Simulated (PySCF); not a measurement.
## Structure from NMR data

Molecular formula: C7H13N. Simulated spectra:

$^{1}$H NMR (400 MHz, computed): δ 7.82 (d, 1H), 7.25 (d, 1H), 3.23 (m, 1H), 2.42 (m, 2H), 1.92 (m, 1H), 1.69 (m, 2H), 1.55 (m, 2H), 1.45 (m, 2H), 1.35 (m, 1H).

$^{13}$C{$^{1}$H} NMR (computed): δ 151.6 (CH2), 71.9 (CH), 39.6 (CH2), 31.7 (CH2), 24.9 (CH2).

[PySCF 2.14.0 with density-fitted response routines: geometry from GFN2-xTB; NMR shieldings at PBE0/pcSseg-1/GIAO; relativity neglected; equivalent nuclei averaged; isolated molecule; single conformer]

Referencing at the same level of theory: $^{1}$H, $^{13}$C against TMS.

**Question.** Propose a structure and justify it.

**Answer.** 
1. Rings plus π bonds: 2 (1 ring in the answer).
2. 5 carbon signals for 7 carbons: some carbons are equivalent by symmetry or fast rotation.
3. Carbon types of the structure: 1 × CH, 6 × CH2, which accounts for all hydrogens.
4. δC 151.6: C=N carbon.
5. δC 71.9: sp3 CH bonded to N; pulled downfield by the heteroatom.
6. δC 39.6, 31.7, 24.9: sp3 CH2 in a ring; aliphatic region, no heteroatom directly attached.
7. δH 7.82, 7.25: hydrogen on a C=N carbon.
8. δH 3.23: hydrogen on an sp3 CH bonded to N; its carbon carries N, hence the downfield position.
9. δH 2.42, 1.92, 1.69, 1.55, 1.45, 1.35: hydrogen on an sp3 CH2 in a ring.

Structure: SMILES C1C(N=C)CCCC1.

The shifts were computed for this structure.

Shifts are as computed. Against solution values, carbons near 30 ppm lie about +3 ppm off and those near 130 ppm about +5 ppm. Of 1211 compounds with measured shifts, 218 miss one by over three times the rms of a fit or turn the order of signals round; such compounds aren't used in these exercises. Multiplicities follow the n + 1 count of equivalent neighbours, as no J values were calculated; m marks all less simple cases, F and P coupling included.
